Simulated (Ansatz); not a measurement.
A short molecular-dynamics run on GeH6O2Si, SMILES `O[SiH](O)[GeH3]`.

```yaml
crystal:
  periodic: [false, false, false]
  atoms:
    - {symbol: O, position_ang: [-1.523229, 1.358451, 0.202314]}
    - {symbol: Si, position_ang: [0.066069, 0.939834, 0.256745]}
    - {symbol: O, position_ang: [0.951449, 1.530695, -0.996714]}
    - {symbol: Ge, position_ang: [0.266520, -1.440809, 0.326269]}
    - {symbol: H, position_ang: [-2.113504, 0.865173, -0.368002]}
    - {symbol: H, position_ang: [0.600140, 1.615278, 1.456736]}
    - {symbol: H, position_ang: [0.925236, 1.074724, -1.838387]}
    - {symbol: H, position_ang: [-0.310063, -2.051868, -0.970214]}
    - {symbol: H, position_ang: [-0.512821, -2.050477, 1.503917]}
    - {symbol: H, position_ang: [1.733303, -1.892100, 0.430235]}
basis:
  gaussian: {orbitals: def2-SVP}
hamiltonian: {xc: {name: r2SCAN}}
md: {timestep: 2 fs, n_steps: 20, ensemble: nve, temperature: 1500, initial_velocities: maxwell_boltzmann, seed: 859}
```

```sh
$ ansatz run in.yaml --threads 4 --pin off --events-out ev --progress --plain --max-ram 10444MiB
```

```
step  time (fs)  potential energy (eV)  kinetic (eV)  T (K)  conserved (eV)
   0        0.0            -68574.0899        1.5511   1500     -68572.5388
   1        2.0            -68573.8387        1.3227   1279     -68572.5160
   2        4.0            -68573.4721        0.9751    943     -68572.4970
   3        6.0            -68573.2652        0.7574    732     -68572.5078
   4        8.0            -68573.1114        0.6151    595     -68572.4963
   5       10.0            -68573.1310        0.6350    614     -68572.4959
   6       12.0            -68573.3395        0.8373    810     -68572.5023
   7       14.0            -68573.6159        1.0995   1063     -68572.5164
   8       16.0            -68573.7260        1.1949   1156     -68572.5311
   9       18.0            -68573.4932        0.9859    953     -68572.5073
  10       20.0            -68573.2796        0.7858    760     -68572.4937
  11       22.0            -68573.2457        0.7253    701     -68572.5205
  12       24.0            -68573.0455        0.5412    523     -68572.5043
  13       26.0            -68572.8412        0.3486    337     -68572.4926
  14       28.0            -68572.8349        0.3463    335     -68572.4886
  15       30.0            -68573.0605        0.5540    536     -68572.5065
  16       32.0            -68573.2646        0.7441    720     -68572.5205
  17       34.0            -68573.2885        0.7911    765     -68572.4974
  18       36.0            -68573.4596        0.9540    923     -68572.5056
  19       38.0            -68573.6698        1.1360   1099     -68572.5337
  20       40.0            -68573.5226        1.0098    977     -68572.5128
```

Velocities are drawn at the set temperature; a run this short doesn't reach equilibrium.

Frames (Å, forces in eV/Å):

```xyz
10
time=0.0 fs
O    -1.523    1.358    0.202   -0.501    0.276    0.155
Si    0.066    0.940    0.257    0.273   -0.362    0.513
O     0.951    1.531   -0.997    0.397    0.339   -0.280
Ge    0.267   -1.441    0.326   -0.001    0.089    0.010
H    -2.114    0.865   -0.368   -0.199   -0.151   -0.183
H     0.600    1.615    1.457    0.035    0.002    0.073
H     0.925    1.075   -1.838   -0.003   -0.138   -0.277
H    -0.310   -2.052   -0.970    0.009   -0.008    0.018
H    -0.513   -2.050    1.504    0.005   -0.022   -0.019
H     1.733   -1.892    0.430   -0.016   -0.024   -0.010
10
time=2.0 fs
O    -1.495    1.368    0.207   -2.323    0.957    0.206
Si    0.038    0.963    0.258    3.271   -1.191    0.319
O     0.952    1.538   -1.010    0.033    0.023   -0.123
Ge    0.266   -1.452    0.327    1.229    1.050    1.503
H    -2.021    0.817   -0.362   -0.690   -0.257   -0.391
H     0.658    1.559    1.461   -0.132    0.163    0.029
H     0.969    1.065   -1.851   -0.059    0.003    0.102
H    -0.169   -1.998   -0.937   -0.739   -0.880   -1.725
H    -0.473   -2.114    1.481   -0.263   -0.104    0.127
H     1.752   -1.915    0.481   -0.327    0.236   -0.046
10
time=4.0 fs
O    -1.472    1.379    0.212   -5.312    0.637   -0.772
Si    0.014    0.985    0.260    6.398   -1.986    0.223
O     0.952    1.546   -1.024   -0.267   -0.228    0.078
Ge    0.266   -1.462    0.328    1.455    1.279    1.742
H    -1.955    0.759   -0.371   -0.195    0.694    0.451
H     0.712    1.508    1.467   -0.334    0.262   -0.105
H     1.010    1.056   -1.859   -0.133    0.106    0.373
H    -0.055   -1.977   -0.970   -0.777   -1.028   -1.999
H    -0.443   -2.181    1.464   -0.419   -0.127    0.085
H     1.759   -1.928    0.530   -0.416    0.390   -0.076
10
time=6.0 fs
O    -1.462    1.392    0.215   -6.733    0.867   -0.912
Si   -0.002    1.004    0.262    8.498   -2.515    0.084
O     0.951    1.554   -1.038   -0.552   -0.124    0.768
Ge    0.266   -1.471    0.331    0.917    0.680    0.171
H    -1.897    0.728   -0.363   -0.416    0.848    0.484
H     0.752    1.468    1.468   -0.476    0.347   -0.179
H     1.046    1.051   -1.853   -0.146   -0.119    0.059
H     0.028   -1.996   -1.079   -0.387   -0.365   -0.251
H    -0.430   -2.253    1.449   -0.434   -0.036   -0.133
H     1.749   -1.927    0.577   -0.271    0.418   -0.092
10
time=8.0 fs
O    -1.468    1.407    0.216   -5.852    1.681   -0.131
Si   -0.005    1.019    0.264    8.555   -2.610   -0.188
O     0.950    1.561   -1.049   -0.730   -0.051    1.186
Ge    0.267   -1.480    0.333    0.346    0.196   -1.054
H    -1.854    0.729   -0.336   -1.198   -0.059   -0.332
H     0.774    1.441    1.463   -0.473    0.446   -0.089
H     1.077    1.041   -1.845   -0.139   -0.262   -0.121
H     0.097   -2.029   -1.199   -0.204    0.170    1.180
H    -0.433   -2.326    1.430   -0.354    0.142   -0.381
H     1.729   -1.910    0.619    0.049    0.346   -0.069
10
time=10.0 fs
O    -1.488    1.427    0.217   -4.119    1.278   -0.024
Si    0.003    1.031    0.266    6.618   -2.398   -0.608
O     0.946    1.567   -1.058   -0.670   -0.310    0.884
Ge    0.269   -1.489    0.335   -0.075    0.024   -1.553
H    -1.858    0.728   -0.323   -1.177   -0.096   -0.342
H     0.778    1.431    1.454   -0.320    0.556    0.154
H     1.102    1.021   -1.841   -0.216   -0.017    0.256
H     0.158   -2.056   -1.272   -0.177    0.413    1.766
H    -0.449   -2.394    1.395   -0.249    0.319   -0.528
H     1.711   -1.879    0.659    0.385    0.230   -0.007
10
time=12.0 fs
O    -1.518    1.449    0.217   -2.389   -0.198   -0.596
Si    0.020    1.040    0.267    3.763   -2.066   -0.956
O     0.941    1.574   -1.065   -0.537   -0.394    0.713
Ge    0.270   -1.498    0.336   -0.163    0.064   -1.627
H    -1.906    0.723   -0.322   -0.423    0.842    0.411
H     0.770    1.443    1.451   -0.139    0.627    0.378
H     1.119    1.000   -1.828   -0.236    0.090    0.358
H     0.212   -2.066   -1.279   -0.194    0.470    1.784
H    -0.475   -2.450    1.341   -0.170    0.422   -0.514
H     1.708   -1.840    0.699    0.487    0.143    0.049
10
time=14.0 fs
O    -1.554    1.471    0.217   -0.313   -0.596   -0.406
Si    0.043    1.045    0.267    1.118   -1.678   -0.893
O     0.935    1.579   -1.070   -0.454   -0.105    0.908
Ge    0.271   -1.507    0.336    0.165    0.333   -1.249
H    -1.971    0.750   -0.305   -0.184    0.745    0.381
H     0.757    1.478    1.462   -0.099    0.575    0.331
H     1.127    0.983   -1.801   -0.118   -0.147   -0.032
H     0.258   -2.059   -1.217   -0.208    0.347    1.240
H    -0.508   -2.489    1.267   -0.147    0.419   -0.331
H     1.723   -1.795    0.741    0.239    0.106    0.050
10
time=16.0 fs
O    -1.591    1.491    0.215    1.823    0.091    0.419
Si    0.067    1.049    0.265   -0.909   -1.287   -0.381
O     0.927    1.584   -1.073   -0.244   -0.002    0.720
Ge    0.272   -1.516    0.336    0.685    0.998   -0.045
H    -2.042    0.806   -0.274   -0.556   -0.309   -0.323
H     0.740    1.536    1.486   -0.204    0.373   -0.019
H     1.130    0.961   -1.775   -0.054   -0.168   -0.150
H     0.297   -2.038   -1.107   -0.166   -0.075   -0.206
H    -0.546   -2.513    1.180   -0.191    0.319   -0.022
H     1.748   -1.746    0.785   -0.183    0.061    0.008
10
time=18.0 fs
O    -1.623    1.512    0.214    2.640   -0.222    0.390
Si    0.090    1.050    0.263   -2.409   -0.959    0.256
O     0.919    1.589   -1.074    0.128   -0.274    0.059
Ge    0.274   -1.524    0.336    1.031    1.977    1.851
H    -2.135    0.850   -0.255   -0.192   -0.220   -0.200
H     0.714    1.607    1.510   -0.297    0.097   -0.419
H     1.131    0.932   -1.755   -0.117    0.197    0.134
H     0.329   -2.021   -1.006   -0.007   -0.747   -2.336
H    -0.592   -2.524    1.093   -0.258    0.194    0.293
H     1.765   -1.694    0.828   -0.518   -0.044   -0.028
10
time=20.0 fs
O    -1.649    1.532    0.214    2.379   -1.132   -0.139
Si    0.109    1.051    0.261   -3.533   -0.687    0.686
O     0.911    1.593   -1.075    0.377   -0.280   -0.237
Ge    0.276   -1.532    0.336    1.058    2.236    2.005
H    -2.236    0.886   -0.244    0.783    0.544    0.387
H     0.678    1.683    1.517   -0.270   -0.146   -0.622
H     1.128    0.910   -1.729   -0.084    0.267    0.069
H     0.361   -2.031   -0.993    0.139   -0.759   -2.566
H    -0.647   -2.528    1.016   -0.234    0.164    0.444
H     1.763   -1.645    0.871   -0.615   -0.206   -0.027
10
time=22.0 fs
O    -1.669    1.549    0.214    2.780   -0.980    0.053
Si    0.124    1.050    0.261   -4.384   -0.469    0.762
O     0.904    1.596   -1.077    0.439    0.026   -0.115
Ge    0.279   -1.538    0.338    0.830    1.557    0.056
H    -2.306    0.943   -0.218    0.801    0.260    0.218
H     0.631    1.753    1.501   -0.120   -0.273   -0.540
H     1.122    0.899   -1.701    0.056   -0.028   -0.330
H     0.399   -2.071   -1.079    0.085    0.022   -0.528
H    -0.712   -2.526    0.957   -0.050    0.272    0.392
H     1.737   -1.603    0.913   -0.437   -0.388    0.033
10
time=24.0 fs
O    -1.682    1.564    0.214    3.896   -0.156    0.706
Si    0.132    1.049    0.261   -4.979   -0.353    0.498
O     0.898    1.600   -1.079    0.544   -0.056   -0.244
Ge    0.282   -1.543    0.339    0.353    1.011   -1.438
H    -2.346    1.009   -0.183   -0.104   -0.687   -0.439
H     0.580    1.812    1.464    0.104   -0.247   -0.207
H     1.117    0.886   -1.686    0.064    0.027   -0.361
H     0.439   -2.110   -1.186   -0.024    0.585    1.048
H    -0.778   -2.513    0.913    0.204    0.416    0.270
H     1.694   -1.576    0.956   -0.058   -0.541    0.166
10
time=26.0 fs
O    -1.686    1.579    0.216    3.601   -0.451    0.537
Si    0.134    1.047    0.262   -5.246   -0.324    0.044
O     0.894    1.604   -1.081    0.668   -0.471   -0.537
Ge    0.286   -1.547    0.340   -0.095    0.860   -2.072
H    -2.389    1.049   -0.166    0.213   -0.488   -0.285
H     0.533    1.862    1.419    0.324   -0.120    0.213
H     1.116    0.875   -1.685   -0.039    0.382   -0.094
H     0.479   -2.127   -1.252   -0.095    0.775    1.697
H    -0.837   -2.484    0.878    0.373    0.468    0.188
H     1.649   -1.570    1.006    0.298   -0.631    0.310
10
time=28.0 fs
O    -1.682    1.592    0.219    2.569   -1.156    0.052
Si    0.129    1.045    0.263   -5.127   -0.195   -0.311
O     0.891    1.606   -1.085    0.572   -0.505   -0.371
Ge    0.289   -1.552    0.340   -0.144    1.006   -2.067
H    -2.425    1.071   -0.159    1.127    0.138    0.172
H     0.498    1.907    1.382    0.446   -0.075    0.442
H     1.112    0.879   -1.687   -0.019    0.318   -0.149
H     0.515   -2.114   -1.253   -0.120    0.728    1.737
H    -0.881   -2.437    0.852    0.362    0.379    0.180
H     1.616   -1.588    1.067    0.335   -0.637    0.315
10
time=30.0 fs
O    -1.671    1.603    0.222    2.729   -0.996    0.181
Si    0.116    1.043    0.264   -4.644    0.161   -0.391
O     0.889    1.607   -1.089    0.305   -0.261    0.117
Ge    0.292   -1.555    0.338    0.209    1.396   -1.321
H    -2.417    1.098   -0.146    0.756   -0.102   -0.009
H     0.480    1.950    1.362    0.437   -0.246    0.348
H     1.108    0.894   -1.695    0.083   -0.041   -0.415
H     0.546   -2.073   -1.188   -0.064    0.456    1.153
H    -0.911   -2.376    0.832    0.172    0.181    0.226
H     1.595   -1.631    1.140    0.017   -0.548    0.112
10
time=32.0 fs
O    -1.654    1.611    0.225    3.495   -0.377    0.625
Si    0.097    1.040    0.264   -3.851    0.586   -0.329
O     0.889    1.608   -1.094    0.145   -0.440    0.234
Ge    0.296   -1.558    0.336    0.478    2.037    0.483
H    -2.381    1.120   -0.133   -0.359   -0.774   -0.519
H     0.479    1.983    1.356    0.348   -0.525    0.096
H     1.108    0.908   -1.718    0.026    0.042   -0.251
H     0.575   -2.015   -1.078    0.187   -0.136   -0.421
H    -0.935   -2.308    0.820   -0.084   -0.036    0.266
H     1.575   -1.694    1.218   -0.384   -0.377   -0.183
10
time=34.0 fs
O    -1.628    1.618    0.230    2.350   -0.826    0.240
Si    0.073    1.039    0.264   -2.755    0.822   -0.347
O     0.888    1.607   -1.098    0.039   -0.781    0.153
Ge    0.299   -1.560    0.335    0.227    2.676    2.821
H    -2.358    1.114   -0.140    0.186   -0.286   -0.196
H     0.491    1.996    1.353    0.244   -0.712   -0.083
H     1.108    0.924   -1.752   -0.109    0.304    0.127
H     0.611   -1.962   -0.985    0.631   -0.853   -2.514
H    -0.962   -2.241    0.819   -0.208   -0.168    0.203
H     1.541   -1.772    1.288   -0.606   -0.175   -0.405
10
time=36.0 fs
O    -1.596    1.624    0.236    0.726   -1.330   -0.265
Si    0.045    1.039    0.263   -1.335    0.762   -0.537
O     0.888    1.605   -1.101   -0.222   -0.669    0.488
Ge    0.303   -1.561    0.334   -0.010    2.496    2.756
H    -2.328    1.096   -0.155    0.878    0.374    0.246
H     0.512    1.981    1.347    0.174   -0.717   -0.085
H     1.104    0.951   -1.780   -0.102    0.115    0.084
H     0.671   -1.941   -0.988    0.552   -0.816   -2.209
H    -0.997   -2.181    0.826   -0.108   -0.206   -0.006
H     1.483   -1.856    1.344   -0.554   -0.010   -0.473
10
time=38.0 fs
O    -1.563    1.626    0.241    0.083   -0.768   -0.086
Si    0.015    1.039    0.261    0.446    0.381   -0.835
O     0.887    1.601   -1.103   -0.530   -0.380    0.986
Ge    0.307   -1.560    0.335    0.002    1.836    0.714
H    -2.264    1.092   -0.160    0.182    0.111   -0.013
H     0.540    1.939    1.337    0.156   -0.560    0.073
H     1.096    0.982   -1.806   -0.043   -0.229   -0.165
H     0.753   -1.952   -1.076   -0.128   -0.248   -0.042
H    -1.036   -2.129    0.832    0.099   -0.215   -0.266
H     1.404   -1.941    1.380   -0.266    0.071   -0.366
10
time=40.0 fs
O    -1.530    1.626    0.245   -0.670    0.295    0.338
Si   -0.014    1.041    0.259    2.633   -0.322   -1.090
O     0.885    1.596   -1.103   -0.632   -0.504    0.900
Ge    0.310   -1.558    0.337   -0.203    1.478   -0.726
H    -2.194    1.093   -0.165   -0.884   -0.441   -0.516
H     0.574    1.876    1.331    0.162   -0.332    0.283
H     1.086    1.005   -1.837   -0.138   -0.115    0.083
H     0.829   -1.972   -1.165   -0.637    0.110    1.322
H    -1.071   -2.085    0.829    0.253   -0.236   -0.464
H     1.315   -2.023    1.403    0.116    0.068   -0.131
```

Run time 41 s (4 threads of an Arm Neoverse V1 on a shared host); peak host memory 0.42 GiB.
